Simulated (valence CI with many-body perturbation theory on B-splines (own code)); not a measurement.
Pb⁴⁸⁺: electric-dipole lines

Level of theory: relativistic CI+MBPT: six valence electrons over a frozen Dirac-Fock core [Ar] 3d10, a basis of 9 s, 9 p, 8 d, 6 f, 3 g, 1 h functions for each j, with the one-electron correlation potential Σ1 (screened to all orders), the two-electron term Σ2, the three-electron term Σ3, Breit, model QED; selected single and double excitations, second order for the rest, scaled by the run's own slope (own B-spline code, finite nucleus).

The last digits are not significant, and no measured levels were compared; by estimate large intervals hold to a few tenths of a per cent, small ones and those within an open d or f shell to about a per cent. Among the levels kept, up to 630 cm⁻¹ of a level comes from second order outside the variational space, and about a tenth of that is noise between levels of different J, which matters for small intervals.

Lines 1 to 50 of 144 in falling wavelength, among levels below 415.44 eV, chosen from the strongest by gf and those to the six lowest levels. Wavelengths and rates use the calculated energies. Electric multipoles are in the length gauge with retardation, E1 and E2 with the static RPA response of the core. Weak lines are less certain than strong ones. Lines between different terms over intervals too small for the method are left out, as are lines whose strength nearly cancels. The highest levels of a list are the least certain.

Levels are named by their leading jj configuration (3d3/2^4 stands for four electrons in 3d with j = 3/2), which in mixed levels can hold well under half, so a name can repeat and another be missing. Letters in brackets count levels of one name in rising energy.

| λ vac (nm) | Upper | Lower | A (s⁻¹) | log gf | Branch % |
| --- | --- | --- | --- | --- | --- |
| 319.4 | (4s^2 4p1/2^2 4d3/2^2) J=2 | (4s^2 4p1/2 4p3/2^2 4d3/2) J=3 [b] | 3.64e+03 | -4.56 | 0.0 |
| 105.7 | (4s^2 4p1/2^2 4d3/2^2) J=0 | (4s^2 4p1/2 4p3/2^2 4d3/2) J=1 [b] | 3.98e+05 | -4.18 | 0.0 |
| 101.8 | (4s^2 4p1/2^2 4d3/2 4d5/2) J=2 | (4s^2 4p1/2 4p3/2^2 4d5/2) J=2 [b] | 4.23e+04 | -4.48 | 0.0 |
| 93.69 | (4s^2 4p1/2^2 4d3/2 4d5/2) J=1 | (4s^2 4p1/2 4p3/2^2 4d5/2) J=1 [b] | 8.91e+04 | -4.45 | 0.0 |
| 78.84 | (4s^2 4p1/2^2 4p3/2 4d3/2) J=2 | (4s^2 4p1/2 4p3/2^3) J=2 | 1.57e+05 | -4.13 | 0.0 |
| 63.02 | (4s^2 4p1/2^2 4p3/2 4d3/2) J=1 | (4s^2 4p1/2 4p3/2^3) J=2 | 1.55e+06 | -3.56 | 0.0 |
| 60.91 | (4s^2 4p1/2^2 4p3/2 4d3/2) J=3 | (4s^2 4p1/2 4p3/2^3) J=2 | 3.65e+04 | -4.85 | 0.0 |
| 59.48 | (4s^2 4p1/2^2 4p3/2 4d3/2) J=2 | (4s^2 4p1/2 4p3/2^3) J=1 | 7.22e+04 | -4.72 | 0.0 |
| 51.03 | (4s^2 4p1/2^2 4p3/2 4d3/2) J=0 | (4s^2 4p1/2 4p3/2^3) J=1 | 6.51e+05 | -4.59 | 100.0 |
| 50.01 | (4s^2 4p1/2^2 4p3/2 4d3/2) J=1 | (4s^2 4p1/2 4p3/2^3) J=1 | 2.88e+05 | -4.49 | 0.0 |
| 49.59 | (4s^2 4p1/2^2 4d3/2^2) J=2 | (4s^2 4p1/2 4p3/2^2 4d3/2) J=3 [a] | 1.81e+06 | -3.48 | 0.0 |
| 46.04 | (4s^2 4p1/2^2 4d3/2 4d5/2) J=3 | (4s^2 4p1/2 4p3/2^2 4d5/2) J=4 [b] | 2.21e+06 | -3.31 | 0.0 |
| 43.11 | (4s^2 4p1/2^2 4d3/2 4d5/2) J=4 | (4s^2 4p1/2 4p3/2^2 4d5/2) J=5 | 3.40e+06 | -3.07 | 0.0 |
| 40.46 | (4s^2 4p1/2^2 4d3/2 4d5/2) J=4 | (4s^2 4p1/2 4p3/2^2 4d5/2) J=4 [b] | 1.09e+06 | -3.62 | 0.0 |
| 39.28 | (4s^2 4p3/2^4) J=0 | (4s 4p1/2^2 4p3/2^3) J=1 | 1.11e+07 | -3.59 | 9.2 |
| 38.64 | (4s^2 4p1/2^2 4d3/2 4d5/2) J=1 | (4s^2 4p1/2 4p3/2^2 4d5/2) J=0 | 1.08e+06 | -4.14 | 0.0 |
| 37.96 | (4s^2 4p1/2^2 4d3/2 4d5/2) J=1 | (4s^2 4p1/2 4p3/2^2 4d5/2) J=1 [a] | 8.37e+05 | -4.27 | 0.0 |
| 36.64 | (4s^2 4p1/2^2 4d3/2 4d5/2) J=3 | (4s^2 4p1/2 4p3/2^2 4d5/2) J=3 [a] | 9.50e+05 | -3.87 | 0.0 |
| 35.83 | (4s^2 4p1/2 4p3/2^2 4d3/2) J=1 [b] | (4s^2 4p3/2^4) J=0 | 2.46e+06 | -3.85 | 0.0 |
| 33.51 | (4s^2 4p1/2 4p3/2^2 4d5/2) J=3 [c] | (4s^2 4p1/2^2 4d3/2^2) J=2 | 2.62e+05 | -4.51 | 0.0 |
| 33.19 | (4s^2 4p1/2^2 4d3/2 4d5/2) J=4 | (4s^2 4p1/2 4p3/2^2 4d5/2) J=4 [a] | 3.16e+05 | -4.33 | 0.0 |
| 32.31 | (4s^2 4p1/2^2 4d3/2 4d5/2) J=2 | (4s^2 4p1/2 4p3/2^2 4d5/2) J=3 [a] | 4.13e+05 | -4.49 | 0.0 |
| 31.10 | (4s^2 4p1/2^2 4d3/2^2) J=0 | (4s^2 4p1/2 4p3/2^2 4d3/2) J=1 [a] | 3.75e+06 | -4.26 | 0.0 |
| 29.72 | (4s^2 4p1/2^2 4d3/2 4d5/2) J=3 | (4s^2 4p1/2 4p3/2^2 4d3/2) J=2 [c] | 3.78e+06 | -3.46 | 0.0 |
| 28.84 | (4s^2 4p1/2^2 4d3/2 4d5/2) J=3 | (4s^2 4p1/2 4p3/2^2 4d3/2) J=3 [b] | 1.07e+06 | -4.03 | 0.0 |
| 27.58 | (4s^2 4p1/2^2 4d3/2 4d5/2) J=2 | (4s^2 4p1/2 4p3/2^2 4d3/2) J=1 [b] | 5.30e+06 | -3.52 | 0.0 |
| 26.80 | (4s^2 4p1/2^2 4d3/2 4d5/2) J=2 | (4s^2 4p1/2 4p3/2^2 4d3/2) J=2 [c] | 6.66e+06 | -3.45 | 0.0 |
| 26.55 | (4s^2 4p1/2^2 4d3/2 4d5/2) J=4 | (4s^2 4p1/2 4p3/2^2 4d3/2) J=3 [b] | 4.59e+06 | -3.36 | 0.0 |
| 26.15 | (4s^2 4p1/2^2 4d3/2 4d5/2) J=1 | (4s^2 4p1/2 4p3/2^2 4d3/2) J=1 [b] | 9.30e+06 | -3.54 | 0.0 |
| 25.45 | (4s^2 4p1/2^2 4d3/2 4d5/2) J=1 | (4s^2 4p1/2 4p3/2^2 4d3/2) J=2 [c] | 3.17e+06 | -4.03 | 0.0 |
| 25.12 | (4s^2 4p1/2 4p3/2^2 4d5/2) J=1 [a] | (4s^2 4p3/2^4) J=0 | 2.96e+07 | -3.08 | 0.0 |
| 23.40 | (4s^2 4p1/2^2 4d3/2 4d5/2) J=3 | (4s^2 4p1/2 4p3/2^2 4d3/2) J=2 [b] | 9.71e+05 | -4.25 | 0.0 |
| 22.35 | (4s^2 4p1/2^2 4p3/2 4d5/2) J=2 | (4s^2 4p1/2 4p3/2^3) J=2 | 3.40e+07 | -2.90 | 0.0 |
| 20.87 | (4s^2 4p1/2^2 4d3/2 4d5/2) J=3 | (4s^2 4p1/2 4p3/2^2 4d3/2) J=4 | 5.12e+05 | -4.63 | 0.0 |
| 20.46 | (4s^2 4p1/2^2 4p3/2 4d5/2) J=2 | (4s^2 4p1/2 4p3/2^3) J=1 | 3.29e+07 | -2.99 | 0.0 |
| 19.64 | (4s^2 4p1/2^2 4d3/2 4d5/2) J=4 | (4s^2 4p1/2 4p3/2^2 4d3/2) J=4 | 1.53e+07 | -3.10 | 0.0 |
| 19.34 | (4s^2 4p1/2^2 4d3/2 4d5/2) J=3 | (4s^2 4p1/2 4p3/2^2 4d3/2) J=3 [a] | 1.58e+07 | -3.21 | 0.0 |
| 18.28 | (4s^2 4p1/2^2 4d3/2 4d5/2) J=4 | (4s^2 4p1/2 4p3/2^2 4d3/2) J=3 [a] | 3.04e+06 | -3.86 | 0.0 |
| 18.15 | (4s^2 4p1/2^2 4p3/2 4d5/2) J=3 | (4s^2 4p1/2 4p3/2^3) J=2 | 4.17e+05 | -4.84 | 0.0 |
| 18.09 | (4s^2 4p1/2^2 4d3/2 4d5/2) J=3 | (4s^2 4p1/2 4p3/2^2 4d3/2) J=2 [a] | 6.93e+06 | -3.62 | 0.0 |
| 18.03 | (4s^2 4p1/2 4p3/2^2 4d5/2) J=1 [b] | (4s^2 4p3/2^4) J=0 | 2.67e+07 | -3.41 | 0.0 |
| 17.06 | (4s^2 4p1/2^2 4p3/2 4d5/2) J=1 | (4s^2 4p1/2 4p3/2^3) J=2 | 5.20e+07 | -3.17 | 0.0 |
| 16.97 | (4s^2 4p1/2^2 4d3/2 4d5/2) J=2 | (4s^2 4p1/2 4p3/2^2 4d3/2) J=1 [a] | 2.74e+07 | -3.23 | 0.0 |
| 16.97 | (4s^2 4p1/2^2 4d3/2 4d5/2) J=2 | (4s^2 4p1/2 4p3/2^2 4d3/2) J=2 [a] | 4.01e+07 | -3.06 | 0.0 |
| 16.54 | (4s^2 4p1/2^2 4d3/2 4d5/2) J=1 | (4s^2 4p1/2 4p3/2^2 4d3/2) J=0 | 4.59e+07 | -3.25 | 0.0 |
| 16.41 | (4s^2 4p1/2^2 4d3/2 4d5/2) J=1 | (4s^2 4p1/2 4p3/2^2 4d3/2) J=1 [a] | 7.13e+07 | -3.06 | 0.0 |
| 16.41 | (4s^2 4p1/2^2 4d3/2 4d5/2) J=1 | (4s^2 4p1/2 4p3/2^2 4d3/2) J=2 [a] | 1.58e+07 | -3.72 | 0.0 |
| 15.93 | (4s^2 4p1/2^2 4p3/2 4d5/2) J=1 | (4s^2 4p1/2 4p3/2^3) J=1 | 2.05e+06 | -4.63 | 0.0 |
| 15.92 | (4s^2 4p1/2^2 4d3/2^2) J=0 | (4s 4p1/2^2 4p3/2^3) J=1 | 8.48e+06 | -4.49 | 0.0 |
| 10.92 | (4s^2 4p1/2^2 4d3/2 4d5/2) J=1 | (4s 4p1/2^2 4p3/2^3) J=1 | 8.63e+06 | -4.33 | 0.0 |
